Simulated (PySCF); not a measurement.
C8H5FOS.

```xyz
16

F      0.8964     1.8540     1.2255
C      1.2800     0.7729     0.5477
C      2.6538     0.4384     0.3889
C      2.8132    -0.7097    -0.3413
S      1.2968    -1.3844    -0.8355
C      0.3975    -0.1061    -0.0521
C     -1.0447    -0.0756    -0.0917
C     -1.9804    -0.9045    -0.6706
C     -3.2606    -0.3463    -0.3593
C     -3.0145     0.7756     0.3820
O     -1.6786     0.9465     0.5485
H      3.4647     1.0357     0.8050
H      3.7414    -1.2043    -0.6211
H     -1.7735    -1.8026    -1.2480
H     -4.2352    -0.7311    -0.6504
H     -3.6519     1.5243     0.8437
```
Charge 0, spin multiplicity 1.

Geometry: B3LYP-D3(BJ)/def2-SVP. This is a generated structure with no PubChem entry under its InChIKey; it may be hypothetical. Other conformers were not sampled.

Computed with PySCF with B3LYP/pcSseg-1. Non-relativistic, no solvent.

Q: Give the absolute GIAO shielding of each atom: isotropic value and principal components (ppm). (Estimate from the structure and the level; the computed values follow.)

A: 
```tsv
atom	σ(iso)	σ11	σ22	σ33	span
F1	302.0	194.5	287.7	423.8	229.3
C2	15.6	-31.9	21.6	57.1	89.0
C3	54.1	-20.2	43.5	139.1	159.3
C4	48.8	-49.3	48.8	146.9	196.2
S5	289.9	148.8	356.0	365.0	216.2
C6	54.2	-0.1	35.3	127.4	127.5
C7	24.5	-45.0	27.0	91.4	136.4
C8	67.5	-7.1	61.4	148.3	155.3
C9	61.0	-26.2	57.1	152.1	178.2
C10	31.5	-48.9	45.4	98.1	147.0
O11	26.0	-112.4	-44.5	235.0	347.5
H12	24.7	21.8	25.2	27.1	5.3
H13	24.6	22.0	24.7	27.2	5.2
H14	24.8	21.0	25.0	28.5	7.5
H15	24.9	22.9	25.5	26.3	3.5
H16	24.0	21.0	25.0	26.1	5.1
```
